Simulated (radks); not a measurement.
Problem. All-electron atom: Si3+ in [Ne] 3s1 (the NIST ground configuration). All-electron calculation, non-relativistic Kohn-Sham, LDA (Slater exchange, Perdew-Wang correlation), spin-polarised, spherical densities, point nucleus; open shells are filled with parallel spins first. Program: a radial shooting solver on a logarithmic mesh with Libxc functionals. Some entries of the table are withheld. Estimate them.

orbital  occ.  eigenvalue (hartree)  <r> (bohr)  r(max) (bohr)
1s up       1             -66.56953      0.1120        0.07321
1s down     1             -66.56156      0.1120        0.07321
2s up       1              -6.41401         (1)         0.4568
2s down     1              -6.40340         (2)         0.4569
2p up       3              -4.85694      0.5359         0.3866
2p down     3              -4.84586      0.5344         0.3866
3s up       1              -1.48551       1.837          1.627
3s down     0              -1.39700       1.852          1.621

Solution. 
(1) 2s up <r> (bohr): 0.5706
(2) 2s down <r> (bohr): 0.5697
